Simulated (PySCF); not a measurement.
# C₆ coefficients of unlike pairs at CAM-B3LYP

Calculated with PySCF 2.14 from the dipole response of each species, C₆(A,B) = (3/π) ∫ α_A(iu) α_B(iu) du, in atomic units, from isotropic polarisabilities. For ions this is the dispersion term alone; charge-induced terms of lower order in 1/R come first.

```json
{"species": "P⁺", "configuration": "[Ne] 3s2 3p2 (3P)", "basis": "def2-QZVPPD (10s6p5d2f1g)", "relativity": "none", "α (bohr³)": "14.27", "C₆ (like pair)": "73.25"}
{"species": "Tc⁺", "configuration": "[Kr] 4d5 5s1 (7S)", "basis": "def2-QZVPPD with the def2 core potential (28 electrons) (7s5p4d4f2g)", "relativity": "core potential", "α (bohr³)": "36.12", "C₆ (like pair)": "266.8"}
{"species": "Hg⁺", "configuration": "[Xe] 4f14 5d10 6s1 (2S)", "basis": "def2-TZVPPD with the def2 core potential (60 electrons) (6s6p3d2f1g)", "relativity": "core potential", "α (bohr³)": "18.54", "C₆ (like pair)": "126.7"}
{"species": "Br", "configuration": "[Ar] 3d10 4s2 4p5 (2P)", "basis": "aug-cc-pVTZ-PP with one added diffuse shell each of s, d, f type with ECP10MDF (7s5p5d3f)", "relativity": "core potential", "α (bohr³)": "21.60", "C₆ (like pair)": "173.1"}
```

Q: Estimate C₆ for Hg⁺ with P⁺.

A: The integral gives 94.61. The combination rule 2 C_A C_B / (C_A α_B/α_A + C_B α_A/α_B) gives 96.34 and the geometric mean 96.35.

No spin-orbit coupling is included.

The other pairs:

```json
{"pair": "Br, Tc⁺", "C₆": "209.9"}
{"pair": "Hg⁺, Tc⁺", "C₆": "178.0"}
{"pair": "Br, P⁺", "C₆": "112.5"}
{"pair": "Br, Hg⁺", "C₆": "146.1"}
{"pair": "Tc⁺, P⁺", "C₆": "136.9"}
```
